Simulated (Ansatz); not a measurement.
Molecule: C$_{2}$H$_{7}$O$_{2}$Si (charge 0, doublet). It need not be the lowest isomer of its formula. SMILES: CO[SiH]OC
Geometry from a B3LYP-D3(BJ)/def2-TZVP (Ansatz, an electronic-structure program) optimisation:
```xyz
12

Si    -0.0188     0.3986     0.3504
O     -1.2539    -0.5834    -0.1057
C     -2.6326    -0.2829     0.0412
O      1.3225    -0.3377    -0.2466
C      2.6274     0.2191    -0.2478
H     -0.1835     1.7521    -0.2959
H     -3.1977    -1.0420    -0.4986
H     -2.9319    -0.3034     1.0926
H     -2.8761     0.6989    -0.3768
H      3.2661    -0.4321    -0.8436
H      2.6359     1.2198    -0.6910
H      3.0336     0.2779     0.7656
```
Charge 0, spin multiplicity 2.

Atomisation energy built up term by term with Ansatz (kcal/mol; UHF references for open shells; valence terms freeze the core; atomic spin-orbit terms are left out). Basis-set limits of correlation are two-point, X^-3; Hartree-Fock from the larger set.

```
term                                            basis  kcal/mol
-----------------------  ----------------------------  --------
Hartree-Fock                              cc-pV(Q+d)Z    780.34
CCSD correlation         CBS(cc-pV(T+d)Z,cc-pV(Q+d)Z)         ?
(T)                      CBS(cc-pV(T+d)Z,cc-pV(Q+d)Z)         ?
core correlation                            cc-pwCVTZ      2.69
scalar relativity (X2C)    cc-pVTZ-DK against cc-pVTZ     -1.64
sum: De                                                       ?
```

Task: Some entries are withheld; supply them.

Result: 
- CCSD correlation, kcal/mol: 271.93
- (T), kcal/mol: 16.60
- sum: De, kcal/mol: 1069.9
